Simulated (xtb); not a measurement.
xtb input (GFN2-xTB):

```bash
xtb mol.xyz --gfn 2 --ohess tight --chrg 0 --uhf 0
```
mol.xyz:
```
3

Li    -0.02449061     0.03593159    -1.69653147
C      0.00480117     0.03216607     0.22636347
N     -0.01766231    -0.01635721     1.45682949
```

End of the output:

```
   ------------------------------------------------------------------------
    298.15    0.482552E-02    0.118902E-01    0.271012E-01   -0.152111E-01
   ------------------------------------------------------------------------

         :::::::::::::::::::::::::::::::::::::::::::::::::::::
         ::                  THERMODYNAMIC                  ::
         :::::::::::::::::::::::::::::::::::::::::::::::::::::
         :: total free energy          -5.283618386402 Eh   ::
         ::.................................................::
         :: total energy               -5.268407329606 Eh   ::
         :: zero point energy           0.007064645654 Eh   ::
         :: G(RRHO) w/o ZPVE           -0.022275702450 Eh   ::
         :: G(RRHO) contrib.           -0.015211056796 Eh   ::
         :::::::::::::::::::::::::::::::::::::::::::::::::::::

optimized geometry written to: xtbopt.xyz

           -------------------------------------------------
          | TOTAL ENERGY               -5.268407329606 Eh   |
          | TOTAL ENTHALPY             -5.256517166757 Eh   |
          | TOTAL FREE ENERGY          -5.283618386402 Eh   |
          | GRADIENT NORM               0.000065292617 Eh/α |
          | HOMO-LUMO GAP               3.837432333433 eV   |
           -------------------------------------------------

------------------------------------------------------------------------
------------------------------------------------------------------------
 total:
 SCF:
 ANC optimizer:
 analytical hessian:
```
